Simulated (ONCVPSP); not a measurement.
What one change does to a pseudopotential (rhodium, ONCV)

ONCVPSP 4.0.1 input, shortened (lines: element, Z, core and valence counts, functional; n l f; lmax; l rc ep ncon nbas qcut; lloc lpopt rc5 dvloc0; l nproj debl; icmod fcfact rcfact), LDA (Perdew-Wang 92), fully relativistic:

```
  Rh 45.00    8    3  -001012      upf
    1    0    2.00
    2    0    2.00
    2    1    6.00
    3    0    2.00
    3    1    6.00
    3    2   10.00
    4    0    2.00
    4    1    6.00
    4    2    8.00
    5    0    0.50
    5    1    0.50
    2
    0    2.85    0.00    5    9    2.80
    1    3.25    0.00    3    6    2.10
    2    2.20    0.00    3    8    5.80
    4    3    2.10    1.00
    0    2    2.10
    1    1    1.50
    2    3    3.50
    2    0.20    0.95
```

Open shells are filled in proportion to 2j + 1.

Change: local potential polynomial inside 2.10 bohr (lpopt 3, dvloc0 3 Ha).

Cutoffs: the cutoffs (Ha) at which the residual kinetic energy of the hardest occupied pseudo-wave falls to 1 and 0.1 mHa per electron; they do not see the model core or the augmentation charge, which bear on the density cutoff. Errors are all-electron minus pseudo energies relative to the spin-unpolarised reference configuration.

Question: What does the change do?

Answer: The potential gets neither clearly harder nor softer (14 Ha and 17 Ha → 14 Ha and 17 Ha); the errors of the 3 common tests hardly move; neither file shows a bound ghost.

```tsv
quantity	base	changed
cutoff, loose	14 Ha	14 Ha
cutoff, tight	17 Ha	17 Ha
bound ghosts	none	none
GHOST(+) flags under 300 eV	s at 80.7 eV	none
tests with a reliable result	3 of 4	3 of 4
error for 4d8 5s1 5p0, meV [ΔE -1.83 eV]	+0.4	+0.4
error for 4d8 5s0 5p0, meV [ΔE 5.95 eV]	-1.8	-1.8
error for 4d8 5s0.5 5p0, meV [ΔE 1.24 eV]	-0.1	-0.1
s: phases at 2.90 bohr within 0.05 rad from the reference energy up to (Ha; the scan ends near 5)	2.8	3.6
p3/2: phases at 3.29 bohr within 0.05 rad from the reference energy up to (Ha; the scan ends near 5)	n/a	n/a
p1/2: phases at 3.29 bohr within 0.05 rad from the reference energy up to (Ha; the scan ends near 5)	0.6	0.7
d5/2: phases at 2.23 bohr within 0.05 rad from the reference energy up to (Ha; the scan ends near 5)	to the end of the scan	to the end of the scan
d3/2: phases at 2.23 bohr within 0.05 rad from the reference energy up to (Ha; the scan ends near 5)	to the end of the scan	to the end of the scan
rms error of d²Exc/dni dnj with the model core, mHa	5.43	5.43
```

Base: The cutoffs count occupied waves only; projector 3 of the d channel, the hardest unoccupied one, needs 54 Ha at the loose tolerance. Changed file: The cutoffs count occupied waves only; projector 3 of the d channel, the hardest unoccupied one, needs 54 Ha at the loose tolerance.
